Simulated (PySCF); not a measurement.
PBE on Cr⁻ (chromium, charge -1), [Ar] 3d5 4s2, high-spin 6S determinant. All numbers are calculated (PySCF 2.14, scalar relativity by spin-free X2C-1e, in aug-cc-pwCVTZ-DK (10s9p7d4f3g, 127 functions)).

```
cycle= 1 E= -1050.56073857766  delta_E= -0.0139  |g|= 0.262  |ddm|= 1.83
cycle= 2 E= -1050.43795655779  delta_E= 0.123  |g|= 0.715  |ddm|= 1.22
cycle= 3 E= -1050.58159353044  delta_E= -0.144  |g|= 0.0644  |ddm|= 0.941
cycle= 4 E= -1050.58308391422  delta_E= -0.00149  |g|= 0.0146  |ddm|= 0.108
cycle= 5 E= -1050.58319753998  delta_E= -0.000114  |g|= 0.00466  |ddm|= 0.0657
cycle= 6 E= -1050.58321309626  delta_E= -1.56e-05  |g|= 0.000131  |ddm|= 0.0133
cycle= 7 E= -1050.5832131384  delta_E= -4.21e-08  |g|= 1.63e-05  |ddm|= 0.00346
cycle= 8 E= -1050.58321313852  delta_E= -1.21e-10  |g|= 1.31e-06  |ddm|= 9e-05
converged SCF energy = -1050.58321313852  <S^2> = 8.8370035  2S+1 = 6.0289314
```

Highest occupied orbital energy: 1.313 eV; ⟨L²⟩ = 0.00; populations by l: s 8.00, p 12.00, d 5.00, f 0.00.

(1) Can this result be used?

Results:

(1) With care. The calculation finished and met its thresholds. ⟨S²⟩ = 8.84 against 8.75 shows spin contamination. At PBE the highest occupied level has a positive energy, so only the finite basis holds that electron; in a semilocal or global hybrid functional this comes from self-interaction and does not mean that the real anion is unbound.
